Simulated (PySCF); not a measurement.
**Partial charges of `CCP(C)c1ccccn1`**

Species: C8H12NP.
Geometry (GFN2-xTB, Å), atoms numbered from 1 in this order:
```xyz
22
C8H12NP angstrom
C     -2.4555   -0.8777    0.8163
C     -2.1089    0.0316   -0.3538
P     -0.9321    1.3813    0.1601
C     -0.6127    2.0695   -1.5272
C      0.5793    0.3255    0.2661
C      1.3898    0.3488    1.3941
C      2.5149   -0.4584    1.4194
C      2.7834   -1.2591    0.3204
C      1.9074   -1.2120   -0.7549
N      0.8376   -0.4417   -0.7832
H     -3.1664   -1.6432    0.5098
H     -1.5607   -1.3710    1.1928
H     -2.8944   -0.3041    1.6305
H     -1.6474   -0.5364   -1.1654
H     -3.0123    0.5188   -0.7315
H     -0.2944    1.2753   -2.1999
H     -1.5253    2.5364   -1.8940
H      0.1645    2.8288   -1.4590
H      1.1320    0.9920    2.2226
H      3.1713   -0.4634    2.2786
H      3.6496   -1.9024    0.2950
H      2.0700   -1.8191   -1.6376
```

Density: PBE0/pcSseg-1 (PySCF); schemes: Mulliken, IAO, Hirshfeld and ESP-fitted. One conformer (not necessarily the lowest) at the GFN2-xTB geometry, without solvent, vibrations or thermal averaging.

Tabulate the Mulliken, IAO, Hirshfeld and ESP-fitted charges.

In e:

| atom | environment | Mulliken | IAO | Hirshfeld | ESP-fitted |
| --- | --- | --- | --- | --- | --- |
| C1 | methyl carbon | -0.260 | -0.415 | -0.125 | -0.559 |
| C2 | sp3 carbon bound to phosphorus | -0.454 | -0.426 | -0.115 | +0.316 |
| P3 | phosphine phosphorus | +0.387 | +0.465 | +0.136 | -0.440 |
| C4 | sp3 carbon bound to phosphorus | -0.456 | -0.606 | -0.171 | -0.117 |
| C5 | substituted aromatic carbon | -0.170 | -0.055 | +0.017 | +0.605 |
| C6 | aromatic CH carbon | -0.077 | -0.172 | -0.053 | -0.305 |
| C7 | aromatic CH carbon | -0.003 | -0.122 | -0.029 | -0.052 |
| C8 | aromatic CH carbon | -0.183 | -0.182 | -0.051 | -0.298 |
| C9 | aromatic CH next to a ring nitrogen | +0.160 | -0.008 | +0.020 | +0.086 |
| N10 | pyridine-type nitrogen | -0.409 | -0.280 | -0.127 | -0.348 |
| H11 | methyl hydrogen | +0.120 | +0.142 | +0.041 | +0.127 |
| H12 | methyl hydrogen | +0.120 | +0.138 | +0.030 | +0.142 |
| H13 | methyl hydrogen | +0.116 | +0.140 | +0.034 | +0.138 |
| H14 | methylene hydrogen | +0.155 | +0.145 | +0.028 | -0.064 |
| H15 | methylene hydrogen | +0.136 | +0.139 | +0.037 | +0.042 |
| H16 | methyl hydrogen | +0.151 | +0.155 | +0.031 | -0.014 |
| H17 | methyl hydrogen | +0.135 | +0.151 | +0.042 | +0.096 |
| H18 | methyl hydrogen | +0.141 | +0.153 | +0.038 | +0.078 |
| H19 | aromatic hydrogen | +0.092 | +0.163 | +0.050 | +0.137 |
| H20 | aromatic hydrogen | +0.101 | +0.160 | +0.059 | +0.151 |
| H21 | aromatic hydrogen | +0.099 | +0.161 | +0.056 | +0.175 |
| H22 | aromatic hydrogen | +0.100 | +0.156 | +0.052 | +0.102 |

Mean size of the charges over all atoms: IAO 0.206 e, ESP-fitted 0.200 e, Mulliken 0.183 e, Hirshfeld 0.061 e. Each set sums to the total charge, 0, to within 0.001 e. The Mulliken scheme gives each basis function's population to the atom it is centred on and halves the overlap population of two atoms between them.

Lowest charge. The schemes don't all agree: Mulliken C4 (-0.456); IAO C4 (-0.606); Hirshfeld C4 (-0.171); ESP-fitted C1 (-0.559).

Highest charge. The schemes don't all agree: Mulliken P3 (+0.387); IAO P3 (+0.465); Hirshfeld P3 (+0.136); ESP-fitted C5 (+0.605).

How many electrons does the ESP-fitted scheme count on C8?

Z − q = 6 − (-0.298) = 6.298.

How closely do the schemes follow one another over all atoms?

Correlation coefficient and root-mean-square difference: IAO with Hirshfeld 0.98, 0.177 e; Mulliken with IAO 0.94, 0.083 e; Mulliken with Hirshfeld 0.94, 0.154 e; Hirshfeld with ESP-fitted 0.32, 0.244 e; IAO with ESP-fitted 0.22, 0.317 e; Mulliken with ESP-fitted 0.11, 0.320 e.

Sum the charges by element, for elements with more than one atom.

```tsv
element	atoms	Mulliken	IAO	Hirshfeld	ESP-fitted
C	8	-1.442	-1.986	-0.506	-0.323
H	12	+1.465	+1.801	+0.496	+1.111
```
